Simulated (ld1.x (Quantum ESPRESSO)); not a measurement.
osmium, TM: configuration errors across variants

ld1.x (Quantum ESPRESSO) 7.5 input, shortened:

```
&input
   title='Os', zed=76., rel=1, dft='PBE', iswitch=3,
   config='[Xe] 4f14 5d6 6s2 6p0'
 /
 &inputp
   pseudotype=2, tm=.true., lloc=-1, rcloc=2.15,
   nlcc=.false.
 /
3
6S  1  0   2.00   0.00  2.50  2.50  0.0
6P  2  1   0.00   0.00  3.75  3.75  0.0
5D  3  2   6.00   0.00  1.30  1.30  0.0
 &test
   configts(1)='5d6 6s2 6p0'
 /
```

All-electron excitation energies from the reference (eV): (1) 5d6 6s1 6p0 9.577; (2) 5d6 6s0 6p0 26.491; (3) 5d5 6s0 6p0 55.338; (4) 5d6 6s1.5 6p0 3.914; (5) 5d6 6s0 6p2 10.454; (6) 5d4 6s0 6p0 96.816.

A true bound ghost makes a file unfit for plane-wave use even where its test errors are small: the radial tests pick states by their node count and pass the ghost by.

Errors AE − PS in meV (a dash: test not solved or not reliable):

```csv
change,(1),(2),(3),(4),(5),(6),bound ghosts
base,-0.4,+37,+98,-1.4,+27,+74,s
wave 5d (bound): rc 1.30 bohr becomes 5d (bound): rc 0.88 bohr,-0.8,+35,+104,-1.5,+27,+79,s
wave 5d (bound): rc 1.30 bohr becomes 5d (bound): rc 1.00 bohr,-0.6,+36,+102,-1.4,+27,+81,s
wave 5d (bound): rc 1.30 bohr becomes 5d (bound): rc 1.10 bohr,-0.5,+37,+100,-1.4,+27,+79,s
wave 5d (bound): rc 1.30 bohr becomes 5d (bound): rc 1.54 bohr,-0.4,+37,+98,-1.4,+27,+73,s
wave 5d (bound): rc 1.30 bohr becomes 5d (bound): rc 1.66 bohr,-0.4,+37,+98,-1.4,+27,+72,s
wave 5d (bound): rc 1.30 bohr becomes 5d (bound): rc 1.80 bohr,-0.5,+37,+98,-1.4,+27,+72,s
wave 5d (bound): rc 1.30 bohr becomes 5d (bound): rc 1.96 bohr,-0.5,+37,+98,-1.4,+27,+72,s
```

Question: Give the same row for: wave 5d (bound): rc 1.30 bohr becomes 5d (bound): rc 1.42 bohr.

Answer: -0.4, +37, +98, -1.3, +27, +74; bound ghosts: s.
